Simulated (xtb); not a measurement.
Cl (SMILES [Cl-]), charge -1, singlet; GFN2-xTB (xtb).

Input for xtb:
```
$ xtb mol.xyz --gfn 2 --chrg -1 --etemp 10000 --json

# file mol.xyz
1

Cl     0.00000000     0.00000000     0.00000000
```

It wrote (shortened):

```
   ID    Z sym.   atoms
    1   17 Cl     1

           -------------------------------------------------
          |                Calculation Setup                |
           -------------------------------------------------

           -------------------------------------------------
          |                 G F N 2 - x T B                 |
           -------------------------------------------------

          ...................................................
          :                      SETUP                      :
          :.................................................:
          :  # basis functions                  10          :
          :  # atomic orbitals                   9          :
          :  # shells                            3          :
          :  # electrons                         8          :
          :  max. iterations                   250          :
          :  Hamiltonian                  GFN2-xTB          :
          :  restarted?                      false          :
          :  GBSA solvation                  false          :
          :  PC potential                    false          :
          :  electronic temp.        10000.0000000     K    :
          :  accuracy                    1.0000000          :
          :  -> integral cutoff          0.2500000E+02      :
          :  -> integral neglect         0.1000000E-07      :
          :  -> SCF convergence          0.1000000E-05 Eh   :
          :  -> wf. convergence          0.1000000E-03 e    :
          :  Broyden damping             0.4000000          :
          :  net charge                         -1          :
          :  unpaired electrons                  0          :
          ...................................................

 iter      E             dE          RMSdq      gap      omega  full diag
   1     -4.7852179 -0.478522E+01  0.402E+00   13.48      13.5  T
   2     -4.7852276 -0.971885E-05  0.322E+00   13.65      13.6  T
   3     -4.7852347 -0.707550E-05  0.248E+00   13.81      13.8  T
   4     -4.7852394 -0.470778E-05  0.182E+00   13.97      14.0  T
   5     -4.7852422 -0.282992E-05  0.127E+00   14.12      14.1  T
   6     -4.7852437 -0.151283E-05  0.827E-01   14.23      14.2  T
   7     -4.7852444 -0.703551E-06  0.495E-01   14.32      14.3  T
   8     -4.7852447 -0.275897E-06  0.267E-01   14.39      14.4  T
   9     -4.7852448 -0.872552E-07  0.125E-01   14.43      14.4  T
  10     -4.7852448 -0.208537E-07  0.487E-02   14.45      14.5  T
  11     -4.7852448 -0.340930E-08  0.145E-02   14.46      14.5  T
  12     -4.7852448 -0.322441E-09  0.280E-03   14.46      14.5  T
  13     -4.7852448 -0.125722E-10  0.201E-04   14.46      14.5  T
  14     -4.7852448 -0.719425E-13  0.866E-07   14.46      14.5  T

   *** convergence criteria satisfied after 14 iterations ***

         :::::::::::::::::::::::::::::::::::::::::::::::::::::
         ::                     SUMMARY                     ::
         :::::::::::::::::::::::::::::::::::::::::::::::::::::
         :: total energy              -4.785244835559 Eh    ::
         :: gradient norm              0.000000000000 Eh/a0 ::
         :: HOMO-LUMO gap             14.464576931797 eV    ::
         ::.................................................::
         :: SCC energy                -4.785244835559 Eh    ::
         :: -> isotropic ES            0.161460234293 Eh    ::
         :: -> anisotropic ES          0.000000000000 Eh    ::
         :: -> anisotropic XC          0.000000000000 Eh    ::
         :: -> dispersion              0.000000000000 Eh    ::
         :: repulsion energy           0.000000000000 Eh    ::
         :: add. restraining           0.000000000000 Eh    ::
         :: total charge              -1.000000000194 e     ::
         :::::::::::::::::::::::::::::::::::::::::::::::::::::

           -------------------------------------------------
          |                Property Printout                |
           -------------------------------------------------

    * Orbital Energies and Occupations

         #    Occupation            Energy/Eh            Energy/eV
      -------------------------------------------------------------
         1        2.0000           -0.7654644             -20.8293
         2        1.9994           -0.1677563              -4.5649
         3        1.9994           -0.1677563              -4.5649
         4        1.9994           -0.1677563              -4.5649 (HOMO)
         5        0.0004            0.3638071               9.8997 (LUMO)
         6        0.0004            0.3638071               9.8997
         7        0.0004            0.3638071               9.8997
         8        0.0004            0.3638071               9.8997
         9        0.0004            0.3638071               9.8997
      -------------------------------------------------------------
                  HL-Gap            0.5315634 Eh           14.4646 eV
             Fermi-level            0.0899351 Eh            2.4473 eV

     #   Z          covCN         q      C6AA      α(0)
     1  17 Cl       0.000    -1.000   127.012    17.152

 Mol. C6AA /au·bohr⁶  :        127.012198
 Mol. C8AA /au·bohr⁸  :       5299.401218
 Mol. α(0) /au        :         17.151748

Wiberg/Mayer (AO) data.
largest (>0.10) Wiberg bond orders for each atom

 ---------------------------------------------------------------------------
     #   Z sym  total        # sym  WBO       # sym  WBO       # sym  WBO
 ---------------------------------------------------------------------------
     1  17 Cl   0.000
 ---------------------------------------------------------------------------

molecular dipole:
                 x           y           z       tot (Debye)
 q only:        0.000       0.000       0.000
   full:       -0.000      -0.000      -0.000       0.000
molecular quadrupole (traceless):
                xx          xy          yy          xz          yz          zz
 q only:        0.000       0.000       0.000       0.000       0.000       0.000
  q+dip:        0.000       0.000       0.000       0.000       0.000       0.000
   full:       -0.000      -0.000       0.000       0.000      -0.000       0.000

           -------------------------------------------------
          | TOTAL ENERGY               -4.785244835559 Eh   |
          | GRADIENT NORM               0.000000000000 Eh/α |
          | HOMO-LUMO GAP              14.464576931797 eV   |
           -------------------------------------------------

normal termination of xtb
```
